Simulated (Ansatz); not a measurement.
Consider the ligand exchange at the Si–C bond: `BC(C)(F)[SiH3]` + `OP[SiH3]` → `OP([SiH3])[SiH3]` + `BC(C)F`.

Computed with Ansatz on PBE0-D4/def2-TZVP structures; ΔE is electronic, products minus reactants. CCSD(T)/CBS is the MP2 limit (def2-TZVPP, def2-QZVPP) plus CCSD(T) − MP2 in def2-TZVPP, frozen cores. DFT in def2-TZVPP. B3LYP here is the variant with VWN-RPA as its local correlation; programs differ in this. One conformer a species, not always the lowest.

Question: Is it downhill or uphill in electronic energy at CCSD(T)/CBS, and by how much? (An estimate is asked.)

Answer: Ansatz gave: Downhill: ΔE = -27.8 kJ/mol.

Question: What do these levels give: PBE0-D4, r2SCAN, B3LYP, HF/def2-TZVPP, HF/def2-QZVPP, HF/CBS(def2)? (An estimate is asked.)

Answer: Ansatz gave: PBE0-D4 -28.3, r2SCAN -23.7, B3LYP -29.0, HF/def2-TZVPP -46.5, HF/def2-QZVPP -46.1, HF/CBS(def2) -46.0 kJ/mol.

Largest T1 diagnostic among the species: 0.014.

In def2-TZVPP, CCSD(T) changes the Hartree–Fock value by +20.4 kJ/mol (the triples alone add +3.1 kJ/mol) and MP2 by +20.6 kJ/mol. From PBE to PBE0 (25 % exact exchange), in def2-TZVPP and without D4, ΔE moves by −5.0 kJ/mol.
